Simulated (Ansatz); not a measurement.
`[Cl][Ga]([Cl])[GeH3]` and `C[S][Ga]([Cl])[Cl]` differ in one atom or group.

Ansatz, PBE0-D4/def2-TZVP geometries, multiplicity 1. Each molecule was computed in one conformer, which needn't be the lowest.

Scalar relativity is left out up to krypton.

| property | `[Cl][Ga]([Cl])[GeH3]` |
| --- | --- |
| size of the dipole moment (ωB97M-V/def2-TZVPP) / D | 2.62 |
| size of the dipole moment (B3LYP/def2-TZVPP) / D | 2.62 |
| HOMO energy (B3LYP/def2-TZVPP) / eV | -8.14 |
| size of the dipole moment (PBE/def2-TZVPP) / D | 2.53 |
| LUMO energy (ωB97M-V/def2-TZVPP) / eV | -0.18 |
| HOMO energy (ωB97M-V/def2-TZVPP) / eV | -10.38 |

(1) Give the same properties after the change, and the shifts. (An estimate is asked.)

## Answers

(1) Ansatz gave: 
```tsv
property	`C[S][Ga]([Cl])[Cl]`	shift
size of the dipole moment (ωB97M-V/def2-TZVPP) / D	2.36	-0.26
size of the dipole moment (B3LYP/def2-TZVPP) / D	2.45	-0.17
HOMO energy (B3LYP/def2-TZVPP) / eV	-7.45	0.69
size of the dipole moment (PBE/def2-TZVPP) / D	2.45	-0.08
LUMO energy (ωB97M-V/def2-TZVPP) / eV	0.53	0.71
HOMO energy (ωB97M-V/def2-TZVPP) / eV	-9.86	0.52
```

With PBE0 the HOMO rises by 0.68 eV and the LUMO rises by 0.56 eV, so the gap narrows by about 0.12 eV. PBE moves the HOMO by 0.72 eV and ωB97M-V by 0.52 eV. Dipoles are sizes alone; their direction can turn.

B3LYP here is the variant with VWN-RPA as its local correlation; programs differ in this.

Positive LUMOs are unbound, so they and the gaps depend on the basis.
